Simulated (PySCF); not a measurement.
# K (potassium, neutral): UHF calculation

Configuration: [Ar] 4p1, 2P determinant (an excited configuration). Computed with PySCF 2.14 in ANO-RCC-VTZP (6s5p2d1f, 38 functions), with scalar relativity by spin-free X2C-1e.

* Total energy: -601.404586 hartree
* One-electron energy: -825.9535 hartree
* Hartree (Coulomb) energy: 257.4094 hartree
* Exchange energy: -32.8605 hartree
* ⟨S²⟩: 0.7500
* ⟨L²⟩: 2.000
* Sum of ⟨r⟩: 20.99 bohr
* Sum of ⟨r²⟩: 72.06 bohr²
* Traceless quadrupole moment −½Σ⟨3z² − r²⟩ along its main axis: -21.0 e·bohr²
* Langevin diamagnetic susceptibility: -57.1 ×10⁻⁶ cm³/mol

| shell | electrons | mean orbital energy (hartree) | spread (hartree) | rms radius, mean of both spins (bohr) |
| --- | --- | --- | --- | --- |
| 1s α | 1 | -134.18323 | 0 | 0.0937 |
| 1s β | 1 | -134.18279 | 0 | 0.0937 |
| 2s α | 1 | -14.65125 | 0 | 0.418 |
| 2s β | 1 | -14.65085 | 0 | 0.418 |
| 2p α | 3 | -11.57556 | 0.00065 | 0.388 |
| 2p β | 3 | -11.57489 | 0.00077 | 0.388 |
| 3s α | 1 | -1.81059 | 0 | 1.37 |
| 3s β | 1 | -1.80892 | 0 | 1.37 |
| 3p α | 3 | -1.00444 | 0.00030 | 1.56 |
| 3p β | 3 | -1.00268 | 0.00411 | 1.56 |
| 4p α | 1 | -0.09532 | 0 | 7.25 |

Densities and radii are taken from the X2C orbitals without a picture-change correction, which distorts them close to the nucleus.

Spin-orbit constants ζ (cm⁻¹) from the X2C one-electron operator on these orbitals: bare nucleus, nucleus screened by l(l+1)(2l+1)/3 electrons, and screened by the Breit-Pauli mean field of the electrons.

```csv
shell,bare,screened nucleus,mean field
2p,16920,15140,14330
3p,1458,1305,1222
4p,29.33,26.24,24.26
```

To first order the Landé constant is A = 24.26 cm⁻¹, so the lowest level has J = 1/2 and lies 0.00301 eV below the centre of the term.
